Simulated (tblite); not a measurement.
Compound: C6H15OPSi.
Geometry (GFN2-xTB, Å), atoms numbered from 1 in this order:
```xyz
24
C6H15OPSi angstrom
C      1.8143    0.5250    0.4338
C      0.8805    0.1636   -0.7177
C      0.0313    1.3674   -1.1559
C     -0.9371    1.8812   -0.0915
C     -2.0485    0.8756    0.1951
P     -1.2308   -0.6072    0.8909
O     -0.7691   -0.4425    2.2717
C      0.0019   -1.0416   -0.3765
Si     0.9135   -2.5944    0.2466
H      1.2658    0.6080    1.3668
H      2.3154    1.4706    0.2332
H      2.5738   -0.2447    0.5567
H      1.5038   -0.1135   -1.5806
H      0.7071    2.1793   -1.4374
H     -0.5387    1.0934   -2.0493
H     -1.3714    2.8256   -0.4315
H     -0.3951    2.0812    0.8354
H     -2.7466    1.2680    0.9391
H     -2.5984    0.6288   -0.7141
H     -2.1883   -1.6223    0.7541
H     -0.5797   -1.3084   -1.2663
H     -0.0577   -3.6933    0.2163
H      1.9984   -2.8548   -0.7044
H      1.4439   -2.4251    1.5932
```

Computed with GFN2-xTB (tblite): harmonic, unscaled wavenumbers at the GFN2-xTB geometry, gas phase. Against measured fundamentals such values can be off by several per cent, at times by over 20. Modes of hydrogen on phosphorus and silicon can be 10 to 20 % off. One conformer, not necessarily the lowest.

Harmonic wavenumbers (cm⁻¹): 95.6, 114.9, 132.9, 153.6, 190.1, 232.6, 240.7, 289.9, 301.3, 317.0, 382.7, 443.0, 457.0, 523.9, 551.2, 607.9, 676.3, 696.7, 756.5, 782.9, 786.2, 791.2, 813.9, 840.1, 883.3, 913.8, 931.8, 963.6, 986.6, 999.1, 1053.6, 1062.1, 1077.0, 1099.4, 1139.4, 1160.0, 1179.9, 1237.6, 1249.3, 1266.0, 1279.0, 1314.7, 1335.8, 1345.2, 1363.2, 1415.2, 1428.4, 1477.9, 1490.4, 1497.6, 1506.0, 2217.8, 2243.2, 2252.0, 2328.6, 2878.1, 2900.8, 2945.6, 2950.8, 2953.4, 2969.7, 2971.2, 2986.5, 3020.9, 3026.5, 3068.1.

A = 1588, B = 1076, C = 824.1 MHz; mass 162.063 u (most abundant isotopes); point group C1, symmetry number 1.

Zero-point energy?

½Σν̃ = 42774 cm⁻¹ = 511.69 kJ/mol.

Entropy at 273.15 K, 1 bar (ideal gas, RRHO, classical rotation)?

Translation 170.49, rotation 123.65, vibration 111.98: S = 406.1 J/(mol K).

And Cp and H(273.15 K) − H(0)?

Cp = 176.25 J/(mol K), of which vibrations give 142.99 (their classical limit is 66 R = 548.8); H(273.15 K) − H(0) = 27.10 kJ/mol without the zero-point energy, 18.02 from vibrations.

Blend soft modes into free rotors: weight 1/[1 + (100 cm⁻¹/ν̃)⁴] for the oscillator and the rest for a rotor with moment μB/(μ + B), μ = h/(8π²ν), B = 10⁻⁴⁴ kg m². What vibrational entropy results?

109.96 J/(mol K) in place of 111.98, which changes −T·S at 273.15 K by +0.55 kJ/mol.

Which modes carry the vibrational entropy at 273.15 K?

95.6 cm⁻¹: 14.11; 114.9 cm⁻¹: 12.62; 132.9 cm⁻¹: 11.45; 153.6 cm⁻¹: 10.30; 190.1 cm⁻¹: 8.64; 232.6 cm⁻¹: 7.13 J/(mol K); the other 60 give 47.74 together.

Hindered rotation and anharmonicity are outside this model. Other conformers, if any are populated, would add a mixing term that is left out. The structure is chiral; the term R ln 2 for an equal mix with its mirror image is left out.
